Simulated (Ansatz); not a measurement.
`N=C[SiH2][GeH2][F]` at its PBE0-D4/def2-TZVP geometry, where that method's forces vanish. Total charge 0; spin multiplicity 1.

```xyz
11

N     0.9744    1.7707   -0.9755
C    -0.2623    1.5024   -0.9098
Si   -1.0528   -0.1311   -0.3476
Ge    0.4652   -1.2343    1.1308
F     2.0436   -0.9495    0.4046
H     1.5607    0.9924   -0.6649
H    -0.9468    2.3000   -1.2278
H    -2.3406    0.1232    0.3541
H    -1.3253   -0.9980   -1.5252
H     0.3282   -2.7630    1.2265
H     0.5558   -0.6129    2.5349
```

What forces (eV/Å) does r2SCAN-D4/def2-TZVPP give on these atoms in the Gaussian-basis code of Ansatz? (Estimate.)

Ansatz gave: 
```
N1   0.319  0.150 -0.056
C2  -0.261 -0.086  0.024
Si3 -0.031 -0.060  0.043
Ge4 -0.078 -0.005  0.024
F5   0.032  0.003 -0.011
H6   0.007 -0.046  0.023
H7  -0.017  0.027 -0.007
H8   0.004 -0.014 -0.015
H9  -0.002  0.010  0.009
H10  0.018  0.047  0.007
H11  0.009 -0.028 -0.040
```
